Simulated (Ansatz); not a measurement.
A nudged elastic band was laid between two geometries of Cl₂GeH₂O (6 atoms, charge 0, multiplicity 1).

Computed with RKS BLYP/def2-SVPD in Ansatz.

| Property | Result |
| --- | --- |
| movable images | 5 |
| climbing image | yes |
| spring | 5.0 eV/Å² |
| optimiser | quadratic models (default) |
| start path | through a guess of the saddle point |
| force threshold | 0.03 eV/Å |
| iteration limit | 60 |
| end points | relaxed |

Image 0:

```xyz
6
Properties=species:S:1:pos:R:3
Ge 0.172 -0.088 0.421
H -0.196 0.116 1.898
O 1.948 -0.332 0.352
H 2.304 -0.472 -0.546
Cl -0.404 1.659 -0.789
Cl -0.870 -1.835 -0.421
```

Image 6:

```xyz
6
Properties=species:S:1:pos:R:3
Ge -0.688 0.533 0.645
H 1.400 -1.188 0.683
O 1.501 -0.229 0.868
H 1.913 0.151 0.061
Cl 0.029 1.422 -1.371
Cl -1.202 -1.639 0.031
```

Q: Which bonds break or form, and what moves?

A: Bonds broken: Ge1–H2, Ge1–O3. Bonds formed: H2–O3. Cl2GeH2O becomes Cl2Ge + H2O.

Q: Give the energies along the band, and the barrier.

A: It converged. The highest image is number 2 of 0 to 6, 185.1 kJ/mol above the first end and 213.2 kJ/mol above the last; the last end lies 28.1 kJ/mol below the first. Neighbouring images differ by up to 1.9 eV, so the band resolves the path poorly. A vibrational analysis at the climbing image gives one clearly imaginary mode, 1227i cm⁻¹: a first-order saddle point. The orbitals stay closed-shell, which can raise the energy where a bond breaks towards radicals; this wasn't checked here.

```json
{"image": "0", "path coordinate (Å)": "0.00", "energy (kJ/mol)": "0.0", "Ge1–H2 (Å)": "1.54", "Ge1–O3 (Å)": "1.79", "H2–O3 (Å)": "2.68"}
{"image": "1", "path coordinate (Å)": "1.03", "energy (kJ/mol)": "15.6", "Ge1–H2 (Å)": "1.53", "Ge1–O3 (Å)": "1.80", "H2–O3 (Å)": "2.59"}
{"image": "2", "path coordinate (Å)": "2.06", "energy (kJ/mol)": "185.1", "Ge1–H2 (Å)": "1.64", "Ge1–O3 (Å)": "2.01", "H2–O3 (Å)": "1.52"}
{"image": "3", "path coordinate (Å)": "2.88", "energy (kJ/mol)": "2.5", "Ge1–H2 (Å)": "2.40", "Ge1–O3 (Å)": "2.35", "H2–O3 (Å)": "0.98"}
{"image": "4", "path coordinate (Å)": "3.69", "energy (kJ/mol)": "-18.8", "Ge1–H2 (Å)": "2.90", "Ge1–O3 (Å)": "2.39", "H2–O3 (Å)": "0.98"}
{"image": "5", "path coordinate (Å)": "4.51", "energy (kJ/mol)": "-23.3", "Ge1–H2 (Å)": "2.87", "Ge1–O3 (Å)": "2.37", "H2–O3 (Å)": "0.98"}
{"image": "6", "path coordinate (Å)": "5.33", "energy (kJ/mol)": "-28.1", "Ge1–H2 (Å)": "2.71", "Ge1–O3 (Å)": "2.33", "H2–O3 (Å)": "0.98"}
```

Q: What is the geometry of the highest image?

A: 
```xyz
6
Properties=species:S:1:pos:R:3
Ge -0.233 0.041 0.387
H 0.869 -0.059 1.594
O 1.776 -0.003 0.377
H 2.158 -0.882 0.158
Cl -0.792 1.765 -0.896
Cl -0.824 -1.815 -0.702
```

Run time: 50 s on 4 threads of AMD EPYC 9R45 96-Core Processor (Zen 5) (shared host), peak memory 0.22 GiB.
